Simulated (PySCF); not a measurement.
# Energy of Ni(2+) (nickel, charge +2) between two integer charges

The 3d beta orbital of [Ar] 3d8 is emptied in steps (occupation f), with all orbitals relaxed, ending at [Ar] 3d7. All numbers are calculated (PySCF 2.14, the spin-free X2C one-electron Hamiltonian (Gaussian nucleus), in jorge-DZP-DKH). The exact energy is a straight line in f; departures are measured from the line between the end points of the same method.

```csv
f,PBE0 (eV),r2SCAN (eV),LC-wPBE (eV)
1,0.000,0.000,0.000
0.8,-0.944,-1.320,-0.567
0.6,-1.420,-1.980,-0.858
0.4,-1.425,-1.978,-0.865
0.2,-0.953,-1.316,-0.581
0,0.000,0.000,0.000
```

| method | E(f=0) − E(f=1) (eV) | −ε at f=1 (eV) | −ε at f=0.4 (eV) |
| --- | --- | --- | --- |
| PBE0 | 35.693 | 29.816 | 36.858 |
| r2SCAN | 35.809 | 27.562 | 37.472 |
| LC-wPBE | 35.967 | 32.452 | 36.654 |

Orbital energy along the path (eV):

```csv
f,PBE0,r2SCAN,LC-wPBE
1,-29.816,-27.562,-32.452
0.8,-32.138,-30.857,-33.815
0.6,-34.486,-34.165,-35.216
0.4,-36.858,-37.472,-36.654
0.2,-39.253,-40.759,-38.124
0,-41.662,-44.006,-39.621
```

Reference removal energy between the ground levels: 35.187 ± 0.019 eV (measured; NIST Atomic Spectra Database, ionization energies). The calculation has no spin-orbit coupling. The determinant left behind need not be the lowest term of the ion.
